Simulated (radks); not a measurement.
Co XIII, 15 electrons, occupied as [Ne] 3s2 3p3.

Calculated with a radial shooting solver on a logarithmic mesh with Libxc functionals: Dirac Kohn-Sham, LDA (Slater exchange, Perdew-Wang correlation), spin-unpolarised, spherical densities, point nucleus; open shells fill j = l - 1/2 first.

Energy parts (eV):
total: -36156.758
kinetic: 36729.166
electron-nucleus: -81259.800
Hartree: 9629.385
exchange-correlation: -1255.508

Orbitals (lengths in bohr, moments of r in powers of bohr):
| orbital | occ. | eigenvalue (eV) | <r> | small-component weight |
|---|---|---|---|---|
| 1s1/2 | 2 | -7931.175 | 0.05628 | 9.42e-03 |
| 2s1/2 | 2 | -1245.930 | 0.2541 | 1.77e-03 |
| 2p1/2 | 2 | -1130.116 | 0.2213 | 1.75e-03 |
| 2p3/2 | 4 | -1115.144 | 0.2243 | 1.73e-03 |
| 3s1/2 | 2 | -394.5500 | 0.6760 | 5.28e-04 |
| 3p1/2 | 2 | -358.2555 | 0.6700 | 5.03e-04 |
| 3p3/2 | 1 | -355.4242 | 0.6753 | 4.98e-04 |

The highest occupied level is 3p3/2 at -355.42 eV. The density falls to 0.001 e/bohr^3 at r = 1.67 bohr. Summed over all electrons, <r^2> = 3.128 bohr^2, which gives a Langevin (diamagnetic) susceptibility term of -2.48 x 10^-6 cm^3/mol.
